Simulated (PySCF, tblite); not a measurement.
Isomers of C3H10N2SSi2. Computed with GFN2-xTB (tblite): harmonic, unscaled wavenumbers at the GFN2-xTB geometry, gas phase. The method is semi-empirical: single wavenumbers can be off by several per cent or more. Modes of hydrogen on silicon and sulfur can be 10 to 20 % off. One conformer each.

Electronic energies: PBE0/pcSseg-1 single points on the GFN2-xTB geometries (PySCF, gas phase).

| SMILES | electronic energy, lowest = 0 (kJ/mol) |
| --- | --- |
| N#C[SiH2]CCN[SiH2]S | 16.7 |
| CS[Si@@H](CC#N)[SiH2]N | 15.7 |
| CS[Si@@H](N)[SiH2]CC#N | 0.0 |

How do GFN2-xTB zero-point energies change the relative energies?

| SMILES | ZPE (kJ/mol) | of it from modes above 1550 cm⁻¹ | electronic (kJ/mol) | with ZPE, lowest = 0 (kJ/mol) | lowest mode (cm⁻¹) | rings |
| --- | --- | --- | --- | --- | --- | --- |
| CS[Si@@H](N)[SiH2]CC#N | 327.5 | 185.5 | 0.0 | 0.0 | 20 | 0 |
| CS[Si@@H](CC#N)[SiH2]N | 327.0 | 184.9 | 15.7 | 15.2 | 41 | 0 |
| N#C[SiH2]CCN[SiH2]S | 319.8 | 174.4 | 16.7 | 9.0 | 17 | 0 |

The zero-point energies span 7.7 kJ/mol, from `N#C[SiH2]CCN[SiH2]S` to `CS[Si@@H](N)[SiH2]CC#N`. The lowest isomer stays, but the order above it changes.

And how do the electronic energies of GFN2-xTB itself compare?

`CS[Si@@H](N)[SiH2]CC#N` 27.3; `CS[Si@@H](CC#N)[SiH2]N` 22.9; `N#C[SiH2]CCN[SiH2]S` 0.0 kJ/mol, lowest = 0. Against the energies above, taken from the same isomer `CS[Si@@H](N)[SiH2]CC#N`, the largest difference is 44.0 kJ/mol.
